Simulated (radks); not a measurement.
Question: The bismuth ion Bi3+, 80 electrons, occupied as [Hg] (the NIST ground configuration). Calculated with a radial shooting solver on a logarithmic mesh with Libxc functionals: Dirac Kohn-Sham, BLYP, spin-unpolarised, spherical densities, finite nucleus; Fermi nuclear charge, rms radius 5.5211 fm. Some entries of the table are withheld. Estimate them.

orbital  occ.  eigenvalue (hartree)  <r^2> (bohr^2)
1s1/2       2             -3325.364       0.0003464
2s1/2       2             -597.8425        0.005190
2p1/2       2             -574.7465        0.003643
2p3/2       4             -489.4860        0.004822
3s1/2       2             -145.0669         0.03361
3p1/2       2             -134.5614         0.03049
3p3/2       4             -115.4728         0.03680
3d3/2       4             -98.14409         0.02801
3d5/2       6             -94.09630         0.02972
4s1/2       2             -34.07361          0.1606
4p1/2       2             -29.49336          0.1625
4p3/2       4             -24.78776          0.1934
4d3/2       4             -17.31040          0.2000
4d5/2       6             -16.43206          0.2105
5s1/2       2              -6.80034          0.7744
4f5/2       6              -6.72744          0.2291
4f7/2       8              -6.52559          0.2355
5p1/2       2              -5.20889          0.8819
5p3/2       4              -4.29959           1.069
5d3/2       4              -2.07207           1.651
5d5/2       6              -1.95980           1.765
6s1/2       2              -1.46923           4.572
6p1/2       0                   (1)             (2)
6p3/2       0                   (3)             (4)

Answer: 
(1) 6p1/2 eigenvalue (hartree): -1.10372
(2) 6p1/2 <r^2> (bohr^2): 6.093
(3) 6p3/2 eigenvalue (hartree): -0.99005
(4) 6p3/2 <r^2> (bohr^2): 7.307
